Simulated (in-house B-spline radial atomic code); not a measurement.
Values are calculated unless marked as measured or tabulated.
## Nb in an electron gas of r_s = 4: phase shifts, screening and friction

A nucleus sits in a uniform electron gas with a rigid positive background. The Kohn-Sham equations are solved self-consistently in the spin-unpolarised LDA (PW92), non-relativistic, on B-splines with outgoing waves at the boundary and partial waves to l = 8. The model has no lattice, no bands and no magnetic solution. Atomic units; δ_l are the phase shifts at the Fermi level, counted so that each bound state adds π, and good to about 0.0005. A narrow, partly filled d or f resonance in a thin gas would split by spin, so such rows rest on a solution that is probably unstable.

The density parameter is r_s = 4 bohr.

| l | δ_l (rad) |
| --- | --- |
| 0 | 12.8376 |
| 1 | 9.4018 |
| 2 | 4.7220 |
| 3 | -0.0355 |
| 4 | -0.0012 |
| 5 | -0.0001 |
| 6 | -0.0004 |
| 7 | -0.0004 |
| 8 | -0.0004 |

Bound levels below the band bottom (hartree): s -15.13, p -12.29, d -7.079, s -1.777, p -0.9912 and deeper ones.

Q: Check the Friedel sum rule, and say where the screening charge sits.

A: k_F = (9π/4)^(1/3)/r_s = 0.47979. The rule is Z = (2/π) Σ (2l + 1) δ_l. The terms are s 8.173, p 17.956, d 15.031, f -0.158 and -0.019 beyond, in all 40.982 against Z = 41. Bound states hold 8 s, 18 p, 10 d electrons, so the scattering states carry 4.98 in all.

Q: Find the transport cross section and the electronic stopping of a 10 keV Nb ion (mass 92.91 u).

A: σ_tr = (4π/k_F²) Σ (l + 1) sin²(δ_l − δ_(l+1)). The terms for l = 0 to 3 are 0.0841, 1.9979, 2.9939, 0.0047, all together 5.0806, so σ_tr = 54.589 × 5.0806 = 277.346 bohr². With n = 3/(4π r_s³) = 0.00373, the friction coefficient is Q = n k_F σ_tr = 0.4964. For v well below v_F = 0.480, dE/dx = Q v; with 24801 eV per u at v = 1, v = √(10000/(24801 × 92.91)) = 0.0659, so dE/dx = 0.03270 hartree/bohr = 16.8 eV/nm. The largest term couples the d and f waves.
